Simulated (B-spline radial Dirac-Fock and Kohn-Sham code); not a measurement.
## Co²⁺ 2p1/2: cross section and angular parameters

System: cobalt as Co²⁺ in the configuration [Ar] 3d7; threshold 827.0 eV (orbital energy of the model). Model: Dirac-Hartree-Slater photoionisation with a Latter tail; cross sections with all multipoles, angular parameters from the dipole term and its interference with E2. Program: a B-spline atomic structure program.

For linearly polarised light dσ/dΩ = σ/(4π) [1 + β P₂(cos θ) + (δ + γ cos²θ) sin θ cos φ], with θ from the polarisation vector and φ the angle between the beam and the projection of the electron momentum on the plane normal to the polarisation.

```
hν (eV)  σ (kb)      β       γ      δ
   1000     246  1.256  -0.082  0.011
   1110     191  1.361  -0.015  0.015
 1253.6     140  1.422   0.075  0.019
   1360     113  1.442   0.139  0.021
   2000    39.2  1.429   0.436  0.033
   2410       ?      ?       ?      ?
   2550    19.4  1.371   0.619  0.045
   2680    16.7  1.356   0.655  0.047
   2970    12.3  1.322   0.729  0.053
   3200    9.83  1.296   0.780  0.058
   3290    9.04  1.286   0.800  0.060
   4320    3.89  1.176   0.982  0.083
   5760    1.55  1.046   1.156  0.116
   5910    1.43  1.034   1.170  0.119
   8570   0.417  0.859   1.369  0.177
   9690   0.275  0.802   1.429  0.200
  10700   0.196  0.756   1.476  0.220
  12000   0.132  0.704   1.529  0.245
  12300   0.121  0.694   1.540  0.251
```

**Question.** Give the values at 2410 eV.

**Answer.** σ = 22.9 kb, β = 1.387, γ = 0.577, δ = 0.042.

Values without a named source are computed, but for edge energies of neutral atoms, which are taken from tables.
